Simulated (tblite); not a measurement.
C₃H₆P₃Si (charge -1).
Numbering: `[CH3:1][c:2]1[p:3][p:4][c:5]([SiH3:6])[p-:7]1` (hydrogens: H8, H9, H10 on C1; H11, H12, H13 on Si6)

The geometry is computed with GFN2-xTB (gas phase).

Problem. What internal coordinates does the optimisation give?

Solution. 
```csv
bond,length (pm),order
C1–C2,151.0,single
C2–P3,173.7,aromatic
P3–P4,209.0,aromatic
P4–C5,173.9,aromatic
C5–Si6,187.0,single
C5–P7,174.2,aromatic
C2–P7,174.4,aromatic
"C1–H8, C1–H9, C1–H10",109.1,single
"Si6–H11, Si6–H12, Si6–H13",147.3,single
```

Bonds in one row agree within 1 pm and their mean is given. Orders are formal, as drawn. A selection of angles:
```csv
angle,degrees
C2–C1–H8,110.6
C2–C1–H10,110.3
H8–C1–H9,107.8
H8–C1–H10,108.6
C1–C2–P3,119.2
C1–C2–P7,119.2
P3–C2–P7,121.6
C2–P3–P4,99.1
P3–P4–C5,99.1
P4–C5–Si6,119.8
P4–C5–P7,121.6
Si6–C5–P7,118.6
C5–Si6–H11,112.9
C5–Si6–H12,112.1
H11–Si6–H12,106.0
H12–Si6–H13,107.7
C2–P7–C5,98.5
```

C2 (substituted aromatic carbon) is planar (angles 121.6°, 119.2° and 119.2°, sum 360.0°, 0.00 Å off the plane of its three neighbours). Si6 (SiH3 silicon) is tetrahedral (angles from 106.0° to 112.9°). The 7 heavy atoms lie in one plane (0.010 Å rms). The 5-membered ring C2–P3–P4–C5–P7 has internal angles of 98.5° to 121.6°; it is planar, 0.00 Å rms from its mean plane, widest ring torsion 0°. C5 (substituted aromatic carbon) is planar (angles 121.6°, 119.8° and 118.6°, sum 360.0°, 0.02 Å off the plane of its three neighbours). P7 (phosphorus bonded to 2 C) is bent (angle 98.5°).

GFN2-xTB frequencies show an imaginary mode (34i cm⁻¹), so the point is no minimum at that level. 2 starts were optimised and ended at 0.00 and 0.04 kcal/mol (GFN2-xTB); the lowest of these is shown.
